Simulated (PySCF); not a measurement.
Ge(H)(Cl)2(Me) (CH₄Cl₂Ge), SMILES [CH3][GeH]([Cl])[Cl]. Atoms are numbered in the order given.

```xyz
8

Ge    -0.3721    -0.2862     0.0000
C      0.5521    -1.9813     0.0000
Cl     0.2442     0.8319     1.7454
Cl     0.2442     0.8319    -1.7454
H     -1.9023    -0.3282     0.0000
H      0.2800    -2.5542     0.8987
H      0.2800    -2.5542    -0.8987
H      1.6362    -1.8002     0.0000
```
Charge 0, spin multiplicity 1.

The structure is a stationary point at r2SCAN-D4/def2-SVP.

Two levels are set side by side: PBE/pcSseg-1 (PySCF) and KT2/pcSseg-1 (PySCF). GIAO shifts against GeH4 (⁷³Ge), HCl (³⁵Cl), TMS (¹H), TMS (¹³C) at the same level; non-relativistic, no solvent, atoms listed together averaged. Without spin–orbit terms, shifts of atoms bonded to Cl or Br come out too high at both levels. Differences are taken from unrounded values.

```json
[
 {"quantity": "δ(⁷³Ge) of Ge1 (ppm)", "KT2": "473.0"},
 {"quantity": "δ(¹³C) of C2 (ppm)", "KT2": "14.5"},
 {"quantity": "δ(³⁵Cl) of Cl3, Cl4 (ppm)", "KT2": "97.2"},
 {"quantity": "δ(¹H) of H5 (ppm)", "KT2": "6.78"}
]
```

Question: What does PBE give, and how far is it from KT2? (Estimate from the structure and the level; the computed values follow.)

Answer: 
```csv
quantity,PBE,PBE minus KT2
δ(⁷³Ge) of Ge1 (ppm),488.3,15.3
δ(¹³C) of C2 (ppm),15.0,0.5
"δ(³⁵Cl) of Cl3, Cl4 (ppm)",100.1,2.9
δ(¹H) of H5 (ppm),6.84,0.06
```

Rough cost on one machine, each run with all the roots and properties that it gave: KT2 against PBE within a factor of 2.
